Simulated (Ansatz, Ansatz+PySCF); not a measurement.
```xyz
2

P     0.0000    0.0000   -0.9529
S     0.0000    0.0000    0.9529
```

Basis set: def2-SVP (spherical functions). Left uncorrelated: 10 orbitals. Correlation on ROHF uses semicanonical orbitals with singles. Charge 0, multiplicity 2.

Computed with Ansatz (development build ahead of 0.2.0); each method stands on the lowest determinant of its kind that the runs found.

(1) Give the atomization energy at this shape (free ground-state atoms in the same class of orbitals less the molecule, no zero-point energy) of doublet PS by ROHF-CCSD(T), UHF-CCSD(T), ROHF-MP2, UHF-MP2, ROHF, UHF.

Answers

(1)

| method | atomization energy |
| --- | --- |
| ROHF-CCSD(T) | 3.53 eV |
| UHF-CCSD(T) | 3.50 eV |
| ROHF-MP2 | 3.61 eV |
| UHF-MP2 | 3.16 eV |
| ROHF | 1.45 eV |
| UHF | 1.57 eV |

Caution for UHF-CCSD(T), UHF-MP2, UHF: the unrestricted determinant is spin contaminated.
